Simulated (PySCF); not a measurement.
# MgBe: frontier orbitals

BP86 at R = 3.073 Å; Mg def2-SVPD, Be def2-SVPD; no relativity (PySCF 2.14). State: ¹Σ⁺ (singlet), closed shell. Only the outer orbitals are listed, counted within each symmetry.

```json
{"orbital": "1π", "occ.": "2", "ε (eV)": "-47.35", "on Mg (%)": "100", "main shells (%)": "100 Mg p"}
{"orbital": "1π", "occ.": "2", "ε (eV)": "-47.35", "on Mg (%)": "100", "main shells (%)": "100 Mg p"}
{"orbital": "4σ", "occ.": "2", "ε (eV)": "-47.32", "on Mg (%)": "100", "main shells (%)": "100 Mg p"}
{"orbital": "5σ", "occ.": "2", "ε (eV)": "-6.25", "on Mg (%)": "40", "main shells (%)": "58 Be s, 34 Mg s"}
{"orbital": "6σ", "occ.": "2", "ε (eV)": "-4.45", "on Mg (%)": "61", "main shells (%)": "58 Mg s, 31 Be s"}
{"orbital": "7σ", "occ.": "0", "ε (eV)": "-2.43", "on Mg (%)": "43", "main shells (%)": "54 Be p, 35 Mg p"}
{"orbital": "2π", "occ.": "0", "ε (eV)": "-2.39", "on Mg (%)": "31", "main shells (%)": "69 Be p, 29 Mg p"}
{"orbital": "2π", "occ.": "0", "ε (eV)": "-2.39", "on Mg (%)": "31", "main shells (%)": "69 Be p, 29 Mg p"}
```

**Question.** Which are the highest filled and the lowest empty level, where do they sit, and how wide is the gap?

**Answer.** Highest filled 6σ at -4.45 eV (in %: 58 Mg s, 31 Be s); lowest empty 7σ at -2.43 eV (in %: 54 Be p, 35 Mg p); the gap at BP86 is 2.02 eV.

- bond order (Mayer): 0.62
- ⟨S²⟩: 0.000
- charge on Mg (Mulliken, basis-dependent): -0.03
- charge on Mg (Löwdin, basis-dependent): 0.01
- dipole moment (positive dipole means Mg(−)Be(+)): -0.73 D

Closed-shell solutions of metal pairs were not tested for spin polarisation, which can lower them a little.
